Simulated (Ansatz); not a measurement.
Consider the cleavage of the Si–Si bond: `O[SiH]([SiH3])[O][AlH2]` + `[AlH2][SeH]` → `[AlH2][Se][SiH3]` + `O[SiH2][O][AlH2]`.

Calculated with Ansatz (gas phase, PBE0-D4/def2-TZVP geometries, no zero-point term in ΔE). CCSD(T)/CBS is the MP2 limit (def2-TZVPP, def2-QZVPP) plus CCSD(T) − MP2 in def2-TZVPP, frozen cores. DFT in def2-TZVPP. For Se outer-core shells are correlated without core-valence functions, which leaves a few kJ/mol of doubt a bond. Scalar relativity is left out up to krypton. Each species was taken in one conformer, which may not be the lowest.

```
         level  ΔE (eV)
       r2SCAN0    -0.77
     CAM-B3LYP    -0.71
MP2/def2-QZVPP    -0.90
CCSD/CBS(def2)    -0.79
```

**Question.** What does CCSD(T)/CBS give? (Estimate.)

**Answer.** The calculation gave: -0.79 eV. The listed levels differ from it by 0.02, 0.08, -0.11, 0.00 eV.

Largest T1 diagnostic among the species: 0.013.

At CCSD(T), def2-SVP lies +0.10 eV from the extrapolated value and def2-TZVPP +0.04 eV. From BLYP to BHLYP (50 % exact exchange), in def2-TZVPP and without D4, ΔE moves by −0.13 eV. Leaving LDA and LC-ωPBE aside and taking each functional with its dispersion term where it has one, the values, not all of them listed here, spread over 0.18 eV, from PBE-QIDH to PBE-D4.
